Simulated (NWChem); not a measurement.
Species: CdSiH$_{4}$; SMILES [CdH][SiH3]

All runs: NWChem. def2 effective core potentials on Cd; no spin-orbit coupling. Each level has its own optimisation; frequencies are unscaled.

```
level                                                r Cd–H (Å)  r Cd–Si (Å)  r H–Si (Å)  highest harmonic frequency (cm⁻¹)  lowest (cm⁻¹)  zero-point energy (kcal/mol)
---------------------------------------------------  ----------  -----------  ----------  ---------------------------------  -------------  ----------------------------
Hartree-Fock/3-21G (all-electron, non-relativistic)       1.800        2.664       1.497                               2226            268                          18.7
B3LYP/3-21G (all-electron, non-relativistic)              1.779        2.609       1.504                               2162            267                          17.9
PBE0/def2-SVP (core potentials)                           1.694        2.519       1.500                               2207            295                          18.7
```
